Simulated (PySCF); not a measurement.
PySCF input file for Mg(OSiH3)2 (H₆MgO₂Si₂), SMILES [SiH3][O][Mg][O][SiH3], TDA-PBE/def2-SVPD. The structure is a stationary point at PBE0-D3(BJ)/def2-SVP. The structure was generated by enumeration; whether it is a known compound was not checked. Other conformers were not sampled.

```python
import numpy as np
from pyscf import gto, scf, dft, tdscf

mol = gto.M(
    atom='''
    Mg    0.00000000    0.00000000    0.00000000
    O    -0.00000001    0.00000000    1.79218655
    Si    0.00000000    0.00000000    3.42978623
    H    -0.51849545    1.29757762    3.97329616
    H     1.38298291   -0.19975858    3.97329616
    H    -0.86448746   -1.09781905    3.97329616
    O     0.00000001   -0.00000000   -1.79218655
    Si   -0.00000000   -0.00000000   -3.42978623
    H    -0.51849546   -1.29757762   -3.97329616
    H     1.38298292    0.19975857   -3.97329616
    H    -0.86448745    1.09781905   -3.97329616
    ''',
    basis='def2-SVPD',
    charge=0,
    spin=0,
    symmetry=True,
    max_memory=1600,
    verbose=4,
)
mf = dft.RKS(mol, xc='pbe').density_fit(auxbasis='def2-universal-jkfit')
mf.grids.level = 3
mf.conv_tol = 1e-9
mf.max_cycle = 100
mf.kernel()
mf.grids = dft.Grids(mol).set(level=1).build(with_non0tab=True)  # coarser grid for the response kernel
td = tdscf.TDA(mf)
td.singlet = True
td.nstates = 10
td.conv_tol = 1e-4
td.positive_eig_threshold = 1e-6
td.kernel(x0=td.get_init_guess(mf, 15))
td.analyze()
tt = tdscf.TDA(mf)
tt.singlet = False
tt.nstates = 4
tt.conv_tol = 1e-4
tt.positive_eig_threshold = 1e-6
tt.kernel(x0=tt.get_init_guess(mf, 9))
tt.analyze(verbose=3)
```

Log of the run:

```
PySCF version 2.14.0

[INPUT] verbose = 4
[INPUT] num. atoms = 11
[INPUT] num. electrons = 62
[INPUT] charge = 0
[INPUT] spin (= nelec alpha-beta = 2S) = 0
[INPUT] symmetry True subgroup None
[INPUT] Mole.unit = angstrom
[INPUT] Symbol           X                Y                Z      unit          X                Y                Z       unit  Magmom
[INPUT]  1 Mg     0.000000000000   0.000000000000   0.000000000000 AA    0.000000000000   0.000000000000   0.000000000000 Bohr   0.0
[INPUT]  2 O     -0.000000010000   0.000000000000   1.792186550000 AA   -0.000000018897   0.000000000000   3.386741743629 Bohr   0.0
[INPUT]  3 Si     0.000000000000   0.000000000000   3.429786230000 AA    0.000000000000   0.000000000000   6.481356640505 Bohr   0.0
[INPUT]  4 H     -0.518495450000   1.297577620000   3.973296160000 AA   -0.979814397333   2.452066327165   7.508441554186 Bohr   0.0
[INPUT]  5 H      1.382982910000  -0.199758580000   3.973296160000 AA    2.613458934854  -0.377489007232   7.508441554186 Bohr   0.0
[INPUT]  6 H     -0.864487460000  -1.097819050000   3.973296160000 AA   -1.633644537521  -2.074577338830   7.508441554186 Bohr   0.0
[INPUT]  7 O      0.000000010000   0.000000000000  -1.792186550000 AA    0.000000018897   0.000000000000  -3.386741743629 Bohr   0.0
[INPUT]  8 Si     0.000000000000   0.000000000000  -3.429786230000 AA    0.000000000000   0.000000000000  -6.481356640505 Bohr   0.0
[INPUT]  9 H     -0.518495460000  -1.297577620000  -3.973296160000 AA   -0.979814416230  -2.452066327165  -7.508441554186 Bohr   0.0
[INPUT] 10 H      1.382982920000   0.199758570000  -3.973296160000 AA    2.613458953751   0.377488988335  -7.508441554186 Bohr   0.0
[INPUT] 11 H     -0.864487450000   1.097819050000  -3.973296160000 AA   -1.633644518624   2.074577338830  -7.508441554186 Bohr   0.0

nuclear repulsion = 288.759939814147
point group symmetry = D3, use subgroup C2
symmetry origin: [ 3.04794527e-10 -3.04794534e-10 -2.86509168e-17]
symmetry axis x: [3.11073617e-10 1.00000000e+00 8.46043102e-11]
symmetry axis y: [-6.95188708e-10 -8.46043100e-11  1.00000000e+00]
symmetry axis z: [ 1.00000000e+00 -3.11073617e-10  6.95188708e-10]
num. orbitals of irrep A = 82
num. orbitals of irrep B = 81
number of shells = 71
number of NR pGTOs = 249
number of NR cGTOs = 163
basis = def2-SVPD
ecp = {}


[settings echo left out]
init E= -932.254009297845
HOMO (B) = -0.341297083363361  LUMO (A) = -0.115214576900413  gap/eV = 6.15202
cycle= 1 E= -931.941516913825  delta_E= 0.312  |g|= 1.37  |ddm|= 4.65
HOMO (A) = -0.0402436146756906  LUMO (A) = -0.027220908083907  gap/eV = 0.35437
cycle= 2 E= -928.349155826114  delta_E= 3.59  |g|= 3.95  |ddm|= 4.83
HOMO (B) = -0.264934616035193  LUMO (A) = -0.104571178545136  gap/eV = 4.36371
cycle= 3 E= -932.307397877264  delta_E= -3.96  |g|= 0.197  |ddm|= 4.21
HOMO (B) = -0.242597423463871  LUMO (A) = -0.0778110688773577  gap/eV = 4.48407
cycle= 4 E= -932.318971067503  delta_E= -0.0116  |g|= 0.0729  |ddm|= 0.603
HOMO (B) = -0.247641568273018  LUMO (A) = -0.0852557663841891  gap/eV = 4.41874
cycle= 5 E= -932.321107989215  delta_E= -0.00214  |g|= 0.0115  |ddm|= 0.168
HOMO (B) = -0.247349176114708  LUMO (A) = -0.085756919963826  gap/eV = 4.39715
cycle= 6 E= -932.321141422624  delta_E= -3.34e-05  |g|= 0.00364  |ddm|= 0.0235
HOMO (B) = -0.247585286713489  LUMO (A) = -0.0855454211598734  gap/eV = 4.40933
cycle= 7 E= -932.321145877179  delta_E= -4.45e-06  |g|= 0.00052  |ddm|= 0.00697
HOMO (B) = -0.247650838435406  LUMO (A) = -0.0855864565920834  gap/eV = 4.41000
cycle= 8 E= -932.321145943627  delta_E= -6.64e-08  |g|= 0.000112  |ddm|= 0.000643
HOMO (B) = -0.247654894749117  LUMO (A) = -0.0855888553712494  gap/eV = 4.41004
cycle= 9 E= -932.321145946117  delta_E= -2.49e-09  |g|= 1.85e-05  |ddm|= 0.000114
HOMO (B) = -0.247655723322728  LUMO (A) = -0.0855888036915164  gap/eV = 4.41007
cycle= 10 E= -932.321145946188  delta_E= -7.05e-11  |g|= 1.42e-06  |ddm|= 2.51e-05
HOMO (B) = -0.247655948352105  LUMO (A) = -0.0855890466157843  gap/eV = 4.41007
Extra cycle  E= -932.321145946189  delta_E= -1.36e-12  |g|= 9.03e-07  |ddm|= 6.25e-06
converged SCF energy = -932.321145946189
tot grids = 44248
Overwritten attributes  positive_eig_threshold  of <class 'pyscf.tdscf.rks.TDA'>


******** <class 'pyscf.tdscf.rks.TDA'> for <class 'pyscf.df.df_jk.DFSymAdaptedRKS'> ********
nstates = 10 singlet
deg_eia_thresh = 1.000e-03
wfnsym = None
conv_tol = 0.0001
eigh lindep = 1e-12
eigh level_shift = 0
eigh max_cycle = 100


Excitation energies (eV)
[4.4502881  4.45028982 4.57902505 4.57903253 6.24378024 6.24702389
 6.2470433  6.32241533 6.32242185 6.3383704 ]

** Singlet excitation energies and oscillator strengths **
Excited State   1:    A      4.45029 eV    278.60 nm  f=0.0000
      30 -> 32       -0.70666
Excited State   2:    B      4.45029 eV    278.60 nm  f=0.0000
      31 -> 32       -0.70666
Excited State   3:    B      4.57903 eV    270.77 nm  f=0.0247
      28 -> 32        0.70601
Excited State   4:    A      4.57903 eV    270.77 nm  f=0.0247
      29 -> 32        0.70601
Excited State   5:    A      6.24378 eV    198.57 nm  f=0.0000
      30 -> 34        0.49708
      31 -> 33        0.50291
Excited State   6:    A      6.24702 eV    198.47 nm  f=0.0002
      30 -> 34        0.50282
      31 -> 33       -0.49699
Excited State   7:    B      6.24704 eV    198.47 nm  f=0.0002
      30 -> 33       -0.49996
      31 -> 34       -0.49987
Excited State   8:    B      6.32242 eV    196.10 nm  f=0.0012
      28 -> 34        0.49944
      29 -> 33        0.50034
Excited State   9:    A      6.32242 eV    196.10 nm  f=0.0012
      28 -> 33       -0.49996
      29 -> 34        0.49982
Excited State  10:    B      6.33837 eV    195.61 nm  f=0.0000
      28 -> 34       -0.50045
      29 -> 33        0.49955

** Transition electric dipole moments (AU) **
state          X           Y           Z        Dip. S.      Osc.
  1        -0.0001      0.0000     -0.0000      0.0000      0.0000
  2         0.0000     -0.0000      0.0000      0.0000      0.0000
  3        -0.0000      0.4695      0.0000      0.2205      0.0247
  4         0.4695     -0.0000      0.0000      0.2205      0.0247
  5        -0.0002     -0.0000     -0.0000      0.0000      0.0000
  6         0.0399     -0.0000      0.0000      0.0016      0.0002
  7        -0.0000      0.0398      0.0001      0.0016      0.0002
  8         0.0000      0.0883     -0.0000      0.0078      0.0012
  9        -0.0883      0.0000     -0.0000      0.0078      0.0012
 10         0.0000     -0.0001     -0.0000      0.0000      0.0000

** Transition velocity dipole moments (imaginary part, AU) **
state          X           Y           Z        Dip. S.      Osc.
  1        -0.0000     -0.0000     -0.0000      0.0000      0.0000
  2        -0.0000      0.0000      0.0000      0.0000      0.0000
  3        -0.0000      0.0514      0.0000      0.0026      0.0105
  4         0.0514      0.0000      0.0000      0.0026      0.0105
  5        -0.0000      0.0000      0.0000      0.0000      0.0000
  6         0.0084      0.0000      0.0000      0.0001      0.0002
  7         0.0000      0.0083      0.0000      0.0001      0.0002
  8         0.0000      0.0180     -0.0000      0.0003      0.0009
  9        -0.0180      0.0000      0.0000      0.0003      0.0009
 10        -0.0000     -0.0000     -0.0000      0.0000      0.0000

** Transition magnetic dipole moments (imaginary part, AU) **
state          X           Y           Z
  1         0.1686     -0.0000     -0.0000
  2         0.0000      0.1685      0.0000
  3         0.0000     -0.0000     -0.0000
  4        -0.0000      0.0000      0.0000
  5        -0.0010     -0.0000      0.0000
  6         0.1687     -0.0000      0.0000
  7         0.0000      0.1687      0.0000
  8         0.0000     -0.0800     -0.0000
  9         0.0801     -0.0000      0.0000
 10        -0.0000      0.0002     -0.0262


******** <class 'pyscf.tdscf.rks.TDA'> for <class 'pyscf.df.df_jk.DFSymAdaptedRKS'> ********
nstates = 4 triplet
deg_eia_thresh = 1.000e-03
wfnsym = None
conv_tol = 0.0001
eigh lindep = 1e-12
eigh level_shift = 0
eigh max_cycle = 100


Excitation energies (eV)
[4.33025028 4.3302553  4.4103204  4.41032051]

** Triplet excitation energies and oscillator strengths **
Excited State   1:    B      4.33025 eV    286.32 nm  f=0.0000
Excited State   2:    A      4.33026 eV    286.32 nm  f=0.0000
Excited State   3:    B      4.41032 eV    281.12 nm  f=0.0000
Excited State   4:    A      4.41032 eV    281.12 nm  f=0.0000
```

Self-consistency was reached.
